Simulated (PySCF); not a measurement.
Al(AsH2)(F)(OH) (AlAsFH₃O), SMILES [OH][Al]([F])[AsH2]. Atoms are numbered in the order given.

```xyz
7

Al     0.8721     0.5572     0.0307
As    -1.1838    -0.7212    -0.0009
H     -0.4393    -1.8192    -0.7863
H     -1.5804     0.0061    -1.3014
F      0.8719     2.2162    -0.2506
O      2.3395    -0.2276     0.4336
H      3.1854     0.2435     0.5053
```

The structure is a stationary point at PBE-D3(BJ)/def2-SVP. The structure was generated by enumeration; whether it is a known compound was not checked. Other conformers were not sampled.

Two levels are set side by side: PBE/pcSseg-1 (PySCF) and KT2/pcSseg-1 (PySCF). GIAO shifts against AsH3 (⁷⁵As), CFCl3 (¹⁹F), H2O (¹⁷O), TMS (¹H) at the same level; non-relativistic, no solvent, atoms listed together averaged. Differences are taken from unrounded values.

```json
[
 {"quantity": "δ(⁷⁵As) of As2 (ppm)", "KT2": "-182.3", "PBE": "-195.5", "PBE minus KT2": "-13.2"},
 {"quantity": "δ(¹⁹F) of F5 (ppm)", "KT2": "-150.2", "PBE": "-145.1", "PBE minus KT2": "5.1"},
 {"quantity": "δ(¹⁷O) of O6 (ppm)", "KT2": "66.2", "PBE": "68.0", "PBE minus KT2": "1.9"},
 {"quantity": "δ(¹H) of H7 (ppm)", "KT2": "2.89", "PBE": "2.87", "PBE minus KT2": "-0.03"}
]
```

Rough cost on one machine, each run with all the roots and properties that it gave: KT2 against PBE within a factor of 2.
